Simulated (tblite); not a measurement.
Species: C4H13NOSi2.
Geometry (GFN2-xTB, Å), atoms numbered from 1 in this order:
```
atom  x, y, z in Å
C1     2.9546    0.6571    0.6483
N2     3.0432    1.0888   -0.5237
C3     2.1845    0.6201   -1.5660
O4     1.0722   -0.1454   -1.1944
C5    -0.0335    0.6110   -0.7289
Si6   -1.3690   -0.6823   -0.2672
C7    -0.6273   -1.7820    1.1019
Si8   -3.3156    0.3696    0.4331
H9     3.6404    1.0505    1.3844
H10    2.2368   -0.0951    0.9832
H11    1.8761    1.5088   -2.1409
H12    2.7984   -0.0122   -2.2199
H13    0.2555    1.2396    0.1232
H14   -0.3735    1.2917   -1.5218
H15   -1.5257   -1.5130   -1.4739
H16   -0.4924   -1.2301    2.0298
H17   -1.2739   -2.6279    1.3183
H18    0.3416   -2.1755    0.8054
H19   -4.3438   -0.6118    0.7889
H20   -3.9169    1.2412   -0.5810
H21   -3.1406    1.2138    1.6216
```

Computed values, GFN2-xTB/tblite, gas phase, harmonic and unscaled. The method is semi-empirical: single wavenumbers can be off by several per cent or more. Modes of hydrogen on silicon can be 10 to 20 % off. One conformer, not necessarily the lowest.

Harmonic wavenumbers (cm⁻¹): 26.5, 30.2, 40.9, 73.1, 125.5, 131.9, 140.5, 169.1, 185.7, 222.8, 281.7, 349.0, 427.8, 438.5, 457.2, 593.3, 618.3, 629.9, 638.5, 706.6, 755.7, 783.5, 798.0, 814.9, 816.9, 824.7, 827.9, 944.0, 974.9, 989.9, 1045.4, 1071.4, 1158.8, 1205.9, 1223.5, 1299.2, 1314.7, 1363.4, 1412.9, 1427.2, 1483.4, 1486.8, 1500.6, 1751.6, 2159.9, 2212.5, 2229.4, 2239.3, 2850.8, 2851.7, 2889.6, 2919.5, 2922.6, 3016.3, 3031.1, 3037.0, 3071.0.

A = 2670, B = 589.8, C = 560.9 MHz; mass 147.054 u (most abundant isotopes); point group C1, symmetry number 1.

Question: What is the zero-point energy?

Answer: ½Σν̃ = 34496 cm⁻¹ = 98.63 kcal/mol.

Question: Entropy at 200 K, 1 bar (ideal gas, RRHO, classical rotation)?

Answer: Translation 38.91, rotation 29.09, vibration 32.56: S = 100.6 cal/(mol K).

Question: And Cp and H(200 K) − H(0)?

Answer: Cp = 36.00 cal/(mol K), of which vibrations give 28.05 (their classical limit is 57 R = 113.3); H(200 K) − H(0) = 4.75 kcal/mol without the zero-point energy, 3.16 from vibrations.

Question: How do the functions run with temperature in this model?

Answer: 
| T (K) | S (cal/(mol K)) | Cp (cal/(mol K)) | H − H(0) (kcal/mol) | G − H(0) (kcal/mol) | ln q(vib) |
| --- | --- | --- | --- | --- | --- |
| 150 | 91.1 | 30.4 | 3.10 | -10.56 | 6.37 |
| 250 | 109.2 | 41.8 | 6.70 | -20.60 | 10.36 |
| 298.15 | 117.0 | 47.3 | 8.84 | -26.05 | 12.16 |
| 400 | 132.5 | 57.9 | 14.21 | -38.77 | 15.79 |
| 600 | 159.1 | 73.8 | 27.48 | -68.00 | 22.42 |
| 900 | 192.3 | 89.4 | 52.17 | -120.90 | 31.36 |

q(vib) and H(0) count from the zero-point level.

Question: What must be added to the electronic energy to get the Gibbs energy at 200 K and 1 bar?

Answer: ZPE + [H(200 K) − H(0)] − T·S = 98.63 + 4.75 − 20.11 = 83.27 kcal/mol.

Hindered rotation and anharmonicity are outside this model. Other conformers, if any are populated, would add a mixing term that is left out. The structure is chiral; the term R ln 2 for an equal mix with its mirror image is left out.

On an Arm Neoverse N1 with one thread, shared host with 64 logical CPUs at a one-minute load of 61, this took 1.7 s. This covers the Hessian and the dipole derivatives.
